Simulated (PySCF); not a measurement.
Dipole response of Fe²⁺ (iron, charge +2)

[Ar] 3d6, high-spin 5D determinant. Computed with PySCF 2.14 in x2c-TZVPPall with one added diffuse shell each of s, p, d, f type (7s6p5d3f1g, 80 functions), with scalar relativity by spin-free X2C-1e. Coupled (time-dependent) response in atomic units; α is the mean over directions.

```json
{"method": "TPSSh", "mean α (bohr³)": "3.880", "α xx, yy, zz": "4.132, 4.132, 3.377", "C₆ (like pair)": "11.19", "S(−4)": "8.955"}
{"method": "wB97X-V", "mean α (bohr³)": "3.823", "α xx, yy, zz": "4.079, 4.079, 3.310", "C₆ (like pair)": "10.96", "S(−4)": "8.798"}
```

S(−4) is the Cauchy moment in α(ω) = α(0) + S(−4) ω² + …

α(iu) at wB97X-V:

```json
{"u (hartree)": "0", "α(iu) (bohr³)": "3.823"}
{"u (hartree)": "0.0500", "α(iu) (bohr³)": "3.801"}
{"u (hartree)": "0.100", "α(iu) (bohr³)": "3.739"}
{"u (hartree)": "0.200", "α(iu) (bohr³)": "3.523"}
{"u (hartree)": "0.300", "α(iu) (bohr³)": "3.248"}
{"u (hartree)": "0.500", "α(iu) (bohr³)": "2.714"}
{"u (hartree)": "0.750", "α(iu) (bohr³)": "2.197"}
{"u (hartree)": "1.00", "α(iu) (bohr³)": "1.824"}
{"u (hartree)": "1.50", "α(iu) (bohr³)": "1.329"}
{"u (hartree)": "2.00", "α(iu) (bohr³)": "1.020"}
{"u (hartree)": "3.00", "α(iu) (bohr³)": "0.6567"}
{"u (hartree)": "5.00", "α(iu) (bohr³)": "0.3323"}
```

For an ion, C₆ is the dispersion term alone; charge-induced terms of lower order in 1/R come first.

The components differ because the open shell of this determinant is not spherical; for a pure term their mean is the scalar polarisability.
